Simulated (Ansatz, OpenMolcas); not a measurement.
## BBrF2 (SMILES FB(F)Br): methods side by side

The species is BBrF2 (4 atoms), meant as a singlet with charge 0. As SMILES, `FB(F)Br`. Geometry: relaxed at PBE0-D4/def2-TZVP.

Each level gives the atomisation enthalpy at 298 K (kJ/mol). The values are calculated. The thermal term (zero-point and 298 K enthalpy, harmonic and unscaled) is that of PBE0-D4/def2-TZVP; the spin-orbit lowering of the free atoms at 298 K, 17.3 kJ/mol by their spectra, is taken off.

**The experiment to reproduce.** NIST-JANAF tables; in doubt, as an older value, an estimate or one at odds with other calculations gives the atomisation enthalpy at 298 K of the gas as 1661 kJ/mol.

```json
{"level": "PBE/aug-cc-pVDZ", "kind": "GGA", "program": "Ansatz", "value (kJ/mol)": "1664", "computed − measured": "+3", "CPU time (all runs)": "13 s"}
{"level": "M06-L/aug-cc-pVDZ", "kind": "meta-GGA", "program": "OpenMolcas", "value (kJ/mol)": "1596", "computed − measured": "-65", "CPU time (all runs)": "80 s"}
{"level": "r2SCAN/aug-cc-pVDZ", "kind": "meta-GGA", "program": "Ansatz", "value (kJ/mol)": "1634", "computed − measured": "-27", "CPU time (all runs)": "39 s"}
{"level": "B3LYP/aug-cc-pVDZ", "kind": "global hybrid", "program": "Ansatz", "value (kJ/mol)": "1583", "computed − measured": "-78", "CPU time (all runs)": "12 s"}
{"level": "BHLYP/aug-cc-pVDZ", "kind": "global hybrid", "program": "Ansatz", "value (kJ/mol)": "1514", "computed − measured": "-147", "CPU time (all runs)": "14 s"}
{"level": "M06-2X/aug-cc-pVDZ", "kind": "hybrid meta-GGA", "program": "OpenMolcas", "value (kJ/mol)": "1619", "computed − measured": "-42", "CPU time (all runs)": "48 s"}
{"level": "PBE-QIDH/aug-cc-pVDZ", "kind": "double hybrid", "program": "Ansatz", "value (kJ/mol)": "1596", "computed − measured": "-65", "CPU time (all runs)": "21 s"}
{"level": "CCSD(T)/aug-cc-pVDZ", "kind": "coupled cluster or CI", "program": "Ansatz", "value (kJ/mol)": "1521", "computed − measured": "-140", "CPU time (all runs)": "27 s"}
```

Nearest: PBE/aug-cc-pVDZ (+3 kJ/mol); farthest: BHLYP/aug-cc-pVDZ (-147 kJ/mol). Computed less measured by kind, in kJ/mol (of the ab initio rows, those in aug-cc-pVDZ): GGA +3; meta-GGA -65 to -27; global hybrid -147 to -42; double hybrid -65; coupled cluster or CI -140. In a finite basis correlated wave-function methods underbind, so their errors here aren't those of the basis-set limit. The measured heats of formation of B, Si, Al and metal atoms are uncertain by some kJ/mol each. All-electron rows without a relativistic Hamiltonian named are non-relativistic. In the correlated wave-function rows the outer d shell of Br is correlated, in sets not made for it. Times are those of the runs behind each value, whatever else they computed, on shared processors of several kinds: orders of magnitude only.
